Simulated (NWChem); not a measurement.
## Atomisation of H$_{6}$GaN$_{3}$

```
Ga
N 1 1.8216
H 2 1.0125 1 121.44
H 2 1.0125 3 110.41 1 150.86
N 1 1.8216 2 120.11 3 -19.14
H 5 1.0125 1 121.46 2 19.15
H 5 1.0125 6 110.41 1 -150.85
N 1 1.8235 2 119.92 3 163.47
H 8 1.0128 1 120.55 2 160.87
H 8 1.0128 9 110.14 1 147.67
```
Charge 0, spin multiplicity 1.

All runs are NWChem calculations. The geometry was optimised at PBE0/def2-SVP, a minimum by its harmonic frequencies. It is one conformer; others weren't searched.

Basis set: def2-TZVP. The atomisation energy is electronic alone: no zero-point, thermal, spin-orbit or counterpoise terms. No value is extrapolated to the basis-set limit. Free atoms are single determinants with multiplicities Ga 2, N 4, H 2. Correlated methods freeze the same cores in atoms and molecule, 12 orbitals in all.

The Hamiltonian is non-relativistic. B3LYP has NWChem's definition, with VWN1-RPA local correlation. The structure started from a generated list of species. No SCF solution was tested for a lower state. Open-shell Hartree-Fock references start from PBE0 orbitals.

Order these methods by the atomisation energy they give, lowest first: B3LYP, MP2, PBE0, BHandHLYP.

BHandHLYP (740.2 kcal/mol), MP2 (749.9 kcal/mol), PBE0 (764.9 kcal/mol), B3LYP (768.3 kcal/mol)
